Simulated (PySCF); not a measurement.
# GeF⁺, CCSD: how much the basis matters

PySCF, RHF reference; singlet, unpaired electrons none; De to Ge⁺ + F without counterpoise correction. Frozen cores follow the default of each basis and core potential.

| basis | relativity | functions | Re (Å) | ωe (cm⁻¹) | De (eV) | frozen orbitals |
| --- | --- | --- | --- | --- | --- | --- |
| cc-pVDZ-PP/cc-pVDZ | scalar-relativistic core potentials | 37 | 1.707 | 803 | 4.92 | 5 |
| jorge-DZP-DKH | spin-free X2C | 58 | 1.674 | 804 | 4.93 | 10 |
| def2-TZVPPD | no relativity | 94 | 1.669 | 829 | 5.50 | 10 |

(1) How does each smaller set differ from the one with most functions, def2-TZVPPD?

Correlated steps freeze the inner cores (5 to 10 orbitals); shallow outer-core shells are correlated. Correlated levels converge slowly with the basis: in double zeta they bind strong bonds too weakly, by up to about 1 eV, and carry superposition errors of some tenths. For an ion De counts to the pair picked by the measured ionisation energies or electron affinities, which need not be the lowest pair at this level. Where the molecule has an RHF reference, its open-shell atoms are computed with UHF.

## Answers

(1) cc-pVDZ-PP/cc-pVDZ: +3.8 pm, -3.1 % in ωe, -0.58 eV in De; jorge-DZP-DKH: +0.5 pm, -3.0 % in ωe, -0.57 eV in De. All at CCSD; the set with most functions is neither the basis-set limit nor always the best. The rows treat relativity differently, so the differences are not basis effects alone.
